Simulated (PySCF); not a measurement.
**Exercise with solution: chemical shift, span and skew from a shielding tensor**

Be(SMe)(OSiH3) (CH6BeOSSi), SMILES [Be]([S]C)[O][SiH3]. Atoms are numbered in the order given.

```xyz
11

Be    -0.0590     0.3864    -0.1304
S     -1.5276     1.5711     0.1392
C     -2.6310     0.5121     1.1799
H     -2.9492    -0.4013     0.6427
H     -3.5297     1.1187     1.4000
H     -2.1517     0.2376     2.1386
O      1.0466    -0.4852    -0.3426
Si     2.3260    -1.5219    -0.5881
H      1.8437    -2.7861    -1.2460
H      2.9650    -1.8703     0.7286
H      3.3498    -0.8666    -1.4736
```
Charge 0, spin multiplicity 1.

Geometry optimised at PBE-D3(BJ)/def2-SVP. The structure was generated by enumeration; whether it is a known compound was not checked. Other conformers were not sampled.

GIAO shieldings from PBE/pcSseg-1 (PySCF), non-relativistic, no solvent. The symmetric part of the tensor of C3 has the principal values 156.9, 160.0, 185.6 ppm. The same nucleus in TMS has σ = 182.0 ppm at this level (PySCF, at its B3LYP-D3(BJ)/def2-TZVP geometry).

Q: Work out the isotropic shielding, the ¹³C shift against TMS, the span and the skew.

A: 
σ(iso) = (σ11 + σ22 + σ33)/3 = 167.5 ppm. δ = σ(ref) − σ(iso) = 182.0 − (167.5) = 14.5 ppm.
Span Ω = σ33 − σ11 = 28.7 ppm. Skew κ = 3(σ(iso) − σ22)/Ω = 0.78. Tumbling in solution averages the tensor to δ; in a static solid the shielding alone would spread this spin-1/2 line over Ω.
